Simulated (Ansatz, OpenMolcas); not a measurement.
Exact exchange and the HOMO–LUMO gap of Si2H5OF

The species is Si2H5OF (9 atoms), meant as a singlet with charge 0. SMILES: `O[SiH](F)[SiH3]`. The coordinates come from a PBE0-D4/def2-TZVP relaxation. This is one conformer, not always the lowest.

The HOMO–LUMO gap y, in eV, basis 6-31G(d); a is the functional's share of exact exchange. Programs: Ansatz 0.2.0, OpenMolcas 26.06.

| functional | program | a | y (eV) |
| --- | --- | --- | --- |
| TPSS | OpenMolcas | 0 | 6.73 |
| revPBE | Ansatz | 0 | 6.39 |
| B3LYP | Ansatz | 0.2 | 8.06 |
| r2SCAN0 | Ansatz | 0.25 | 8.92 |
| PBE0 | Ansatz | 0.25 | ? |
| BHLYP | Ansatz | 0.5 | 10.53 |

Task: Fit y = c + s·a to the known rows and predict PBE0.

Result: 
1. Means of the 5 rows: a = 0.1900, y = 8.126.
2. Σ(Δa)² = 0.172, Σ(Δa·Δy) = 1.3873, so the slope is 1.3873/0.172 = 8.0657.
3. Intercept: 8.126 − (8.0657) × 0.1900 = 6.594. The largest residual of the fit is 0.31.
4. PBE0: 6.594 + (8.0657) × 0.25 = 8.61 eV.

The run gave 8.48 eV, so the prediction is off by +0.13 eV, within the largest residual. Exact exchange lowers occupied levels and raises empty ones. The rows mix families of semi-local functionals, which the line can't see.
